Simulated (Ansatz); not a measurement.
An input meant for `C=CCCCCCCCCC[SeH]` (charge 0, triplet).

```yaml
crystal:
  periodic: [false, false, false]
  atoms:
    - {symbol: C, position_ang: [-6.184185, 1.101713, 0.052600]}
    - {symbol: C, position_ang: [-5.259912, 0.186012, 0.390593]}
    - {symbol: C, position_ang: [-3.798231, 0.461142, 0.600108]}
    - {symbol: C, position_ang: [-2.892806, -0.258032, -0.415124]}
    - {symbol: C, position_ang: [-1.398464, -0.031257, -0.172069]}
    - {symbol: C, position_ang: [-0.504935, -0.715660, -1.211901]}
    - {symbol: C, position_ang: [1.000777, -0.487975, -1.023062]}
    - {symbol: C, position_ang: [1.594377, -1.151769, 0.226311]}
    - {symbol: C, position_ang: [3.123470, -1.061405, 0.328828]}
    - {symbol: C, position_ang: [3.664868, 0.360780, 0.532716]}
    - {symbol: C, position_ang: [5.186438, 0.395009, 0.637576]}
    - {symbol: Se, position_ang: [5.949282, 2.182337, 1.006921]}
    - {symbol: H, position_ang: [-5.917052, 2.164831, -0.073738]}
    - {symbol: H, position_ang: [-7.239627, 0.830229, -0.106816]}
    - {symbol: H, position_ang: [-5.573319, -0.868974, 0.508188]}
    - {symbol: H, position_ang: [-3.612728, 1.556706, 0.556585]}
    - {symbol: H, position_ang: [-3.504733, 0.135483, 1.625198]}
    - {symbol: H, position_ang: [-3.163127, 0.078571, -1.440431]}
    - {symbol: H, position_ang: [-3.107066, -1.350683, -0.393955]}
    - {symbol: H, position_ang: [-1.185866, 1.062178, -0.170314]}
    - {symbol: H, position_ang: [-1.140328, -0.387016, 0.850228]}
    - {symbol: H, position_ang: [-0.712963, -1.810231, -1.209864]}
    - {symbol: H, position_ang: [-0.800192, -0.357686, -2.222813]}
    - {symbol: H, position_ang: [1.538412, -0.876300, -1.916682]}
    - {symbol: H, position_ang: [1.199783, 0.606786, -1.004075]}
    - {symbol: H, position_ang: [1.143069, -0.712529, 1.143710]}
    - {symbol: H, position_ang: [1.299248, -2.224565, 0.229880]}
    - {symbol: H, position_ang: [3.469937, -1.699705, 1.171432]}
    - {symbol: H, position_ang: [3.577927, -1.500719, -0.588531]}
    - {symbol: H, position_ang: [3.345621, 1.015196, -0.307106]}
    - {symbol: H, position_ang: [3.220726, 0.805419, 1.449835]}
    - {symbol: H, position_ang: [5.544382, -0.221703, 1.488485]}
    - {symbol: H, position_ang: [5.669910, -0.005242, -0.276326]}
    - {symbol: H, position_ang: [5.467306, 2.779050, -0.266356]}
basis:
  gaussian: {orbitals: STO-3G}
magnetization: {spin_polarized: true, initial_magnetization: 2}
hamiltonian: {xc: {name: HF}}
correlation: {method: mp2, frozen_orbitals: {C: 0}}
scf: {lower_state_search: off}
```

```sh
$ ansatz run in.yaml --threads 4 --pin off --events-out ev --progress --plain --max-ram 6963MiB
```

It prints (some lines left out):

```
Functional definition: HF
Error: "frozen_orbitals" has no count for Se
```

In this input frozen orbitals are typed for one element alone, and the program wants a count for each (the count typed has to fit that element's core, too). The program refused the input.
